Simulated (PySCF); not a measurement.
Species: C2H11O2Si3 (doublet state).
Numbering: `[CH3:1][C:2]([OH:3])[SiH2:4][O:5][SiH2:6][SiH3:7]` (hydrogens: H8, H9, H10 on C1; H11 on O3; H12, H13 on Si4; H14, H15 on Si6; H16, H17, H18 on Si7)

Geometry (GFN2-xTB, Å), atoms numbered from 1 in this order:
```xyz
18
C2H11O2Si3 angstrom
C     -3.3918   -0.2876    0.6942
C     -2.1123   -0.0572   -0.0304
O     -2.1658   -0.3406   -1.3656
Si    -0.5613    0.5586    0.7596
O      0.4478    0.5970   -0.5251
Si     1.9388    0.7887   -1.1463
Si     3.4568   -0.3932    0.1126
H     -3.7419    0.6325    1.1637
H     -3.2581   -1.0224    1.4891
H     -4.1506   -0.6442    0.0023
H     -1.2984   -0.1524   -1.7470
H      0.0286   -0.3471    1.7557
H     -0.6312    1.9188    1.3078
H      2.1639    2.2388   -1.2028
H      1.7336    0.3140   -2.5227
H      3.3388   -0.1690    1.5596
H      3.3625   -1.8477   -0.0685
H      4.8318   -0.0276   -0.2479
```

The hyperfine couplings belong to this conformer and change with its torsions.

Computed with UKS B3LYP, pcH-1 on C H O Si, non-relativistic, mean-field spin-orbit, GIAO in PySCF. The structure is a single GFN2-xTB conformer in the gas phase; no vibrational or solvent corrections. GFN2-xTB frequencies show an imaginary mode (90i cm⁻¹), so this geometry is no minimum at that level. A GFN2-xTB geometry isn't a minimum of the functional, and hyperfine couplings can be far from their values at a DFT geometry. Stability of the SCF solution: not tested.

Mulliken spin populations: C1 -0.071, C2 +0.822, O3 +0.144, Si4 -0.002, O5 -0.001, Si6 0.000, Si7 +0.001, H8 +0.033, H9 +0.033, H10 0.000, H11 -0.006, H12 +0.024, H13 +0.024, H14 0.000, H15 0.000, H16 0.000, H17 0.000, H18 0.000.

Problem. Give the computed dipolar 1H tensors of H8, H9, H10, H12, H13, H14, H15, H16, H17, H18.

Solution. 
| atom | position | distance from C2 (Å) | T1 (MHz) | T2 | T3 |
| --- | --- | --- | --- | --- | --- |
| H8 | β, 2 bonds from C2 | 2.13 | -4.78 | -3.64 | 8.42 |
| H9 | β, 2 bonds from C2 | 2.13 | -4.81 | -3.66 | 8.46 |
| H10 | β, 2 bonds from C2 | 2.12 | -4.07 | -3.78 | 7.85 |
| H12 | β, 2 bonds from C2 | 2.80 | -3.21 | -2.11 | 5.32 |
| H13 | β, 2 bonds from C2 | 2.81 | -3.21 | -2.08 | 5.30 |
| H14 | 4 bonds from C2 | 4.99 | -0.61 | -0.58 | 1.19 |
| H15 | 4 bonds from C2 | 4.60 | -0.77 | -0.74 | 1.52 |
| H16 | 5 bonds from C2 | 5.68 | -0.46 | -0.42 | 0.88 |
| H17 | 5 bonds from C2 | 5.76 | -0.42 | -0.40 | 0.82 |
| H18 | 5 bonds from C2 | 6.95 | -0.24 | -0.23 | 0.47 |

Problem. Estimate them with point dipoles: put each population ρk at its nucleus, leave out the nucleus itself and the atom bound to it, and sum T = Σ [ρk/(2S)]·C·(3 n nᵀ − 1)/r³ with C = μ0 gₑ μB g_N μN/(4π h) = 79.06 MHz Å³.

Solution. 
| atom | T1 (MHz) | T2 | T3 | T3, computed | difference in T3 (%) |
| --- | --- | --- | --- | --- | --- |
| H8 | -7.36 | -6.37 | 13.73 | 8.42 | +63 |
| H9 | -7.37 | -6.38 | 13.75 | 8.46 | +62 |
| H10 | -7.87 | -6.17 | 14.03 | 7.85 | +79 |
| H12 | -3.20 | -2.91 | 6.11 | 5.32 | +15 |
| H13 | -3.18 | -2.90 | 6.08 | 5.30 | +15 |
| H14 | -0.63 | -0.59 | 1.23 | 1.19 | +3 |
| H15 | -0.83 | -0.78 | 1.61 | 1.52 | +6 |
| H16 | -0.45 | -0.44 | 0.89 | 0.88 | +2 |
| H17 | -0.42 | -0.40 | 0.82 | 0.82 | 0 |
| H18 | -0.24 | -0.23 | 0.47 | 0.47 | 0 |

Problem. If all the spin sat on C2, T∥ = 2C/r³. What distance does the computed T3 of H18 then imply?

Solution. r = (2 × 79.06/0.47)^(1/3) = 6.95 Å, against 6.95 Å in the structure.
